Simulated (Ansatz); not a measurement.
`F[SiH](F)Cl` → `F[Si]Cl` + H–F at 600 K and 1 bar (silylene formation by 1,1-elimination).

Isolated molecules relaxed with PBE0-D4/def2-TZVP in Ansatz; ΔE leaves out vibrations. CCSD(T)/CBS is the MP2 limit (def2-TZVPP, def2-QZVPP) plus CCSD(T) − MP2 in def2-TZVPP, frozen cores. This one scheme is used for every species.

```json
{"species": "`F[SiH](F)Cl`", "CCSD(T)/CBS energy (Eh)": "-949.23245", "H − E (kJ/mol)": "82.4", "S (J/(mol·K))": "354.3"}
{"species": "`F[Si]Cl`", "CCSD(T)/CBS energy (Eh)": "-848.72390", "H − E (kJ/mol)": "37.4", "S (J/(mol·K))": "311.4"}
{"species": "H–F", "CCSD(T)/CBS energy (Eh)": "-100.39570", "H − E (kJ/mol)": "42.3", "S (J/(mol·K))": "194.0"}
```

H − E and S are ideal-gas, rigid-rotor, harmonic terms from PBE0-D4/def2-TZVP. 1 Eh = 2625.50 kJ/mol, R = 8.31446 J/(mol·K).

Q: By hand: ΔE, ΔH, ΔS and ΔG.

A: ΔE = (-848.72390) + (-100.39570) − (-949.23245) = 0.11285 Eh = 296.3 kJ/mol. Δ(H − E) = 37.4 + 42.3 − 82.4 = -2.7, so ΔH = 293.6 kJ/mol. ΔS = 311.4 + 194.0 − 354.3 = 151.1 J/(mol·K). ΔG = 293.6 − 600 × (151.1)/1000 = 202.9 kJ/mol.

Q: By hand: the equilibrium constant, and the temperature at which ΔG would vanish if ΔH and ΔS stayed fixed.

A: log₁₀ K = −ΔG/(RT ln 10) = -17.7. ΔG = 0 at ΔH/ΔS = 1943 K.

The number of gas molecules changes by +1, which sets the sign of ΔS. A doubt of 5 kJ/mol in ΔE shifts log₁₀ K by 0.4 here. These are equilibria of isolated gas molecules and say nothing of rates. Largest T1 diagnostic: 0.014 (customary marks: 0.02 for closed shells, 0.045 for open ones).
